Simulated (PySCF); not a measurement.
Species: C3H5BO2.
Bonds: B1–O2, O2–C3, C3–C4 (double), C4–C5, C5–O6 (double), B1–O6. Hydrogens: H7, H8 on B1; H9 on C3; H10 on C4; H11 on C5.

Computed, not measured: PBE0-D3(BJ)/def2-SVP geometry optimisation, gas phase (PySCF 2.14.0).

(1) List the bond lengths, angles and torsions at this level.

Answers

(1) 
| bond | length (Å) | order |
| --- | --- | --- |
| B1–O2, B1–O6 | 1.540 | single |
| O2–C3, C5=O6 | 1.264 | single/double |
| C3=C4, C4–C5 | 1.394 | double/single |
| B1–H7, B1–H8 | 1.216 | single |
| C3–H9, C5–H11 | 1.101 | single |
| C4–H10 | 1.088 | single |

Bonds in one row agree within 0.01 Å and their mean is given. Orders are formal, as drawn. A selection of angles:
| angle | degrees |
| --- | --- |
| O2–B1–O6 | 107.6 |
| O2–B1–H7 | 108.2 |
| H7–B1–H8 | 116.1 |
| B1–O2–C3 | 123.6 |
| O2–C3–C4 | 124.2 |
| O2–C3–H9 | 115.2 |
| C4–C3–H9 | 120.6 |
| C3–C4–C5 | 116.7 |
| C3–C4–H10 | 121.7 |

Dihedral angles: O6–B1–O2–C3 -4° (synperiplanar); B1–O2–C3–C4 1° (synperiplanar); O2–C3–C4–C5 1° (synperiplanar); C3–C4–C5–O6 -1° (synperiplanar); C4–C5–O6–B1 -1° (synperiplanar); O2–B1–O6–C5 4° (synperiplanar).

The 6-membered ring B1–O2–C3–C4–C5–O6 has internal angles of 107.6° to 124.2° (sum 720°, against 720° for a flat polygon); it is almost planar, 0.02 Å rms from its mean plane, widest ring torsion 4°. B1 (four-coordinate boron) is distorted tetrahedral (angles from 107.6° to 116.1°). The 6 heavy atoms lie in one plane (0.016 Å rms).

Point group: near C2v, missed by 0.11 Å at most; the miss may be what the optimiser left on a soft mode (Cs holds within 0.08 Å). No PBE0-D3(BJ)/def2-SVP frequencies stand behind this structure, so it isn't proved a minimum.
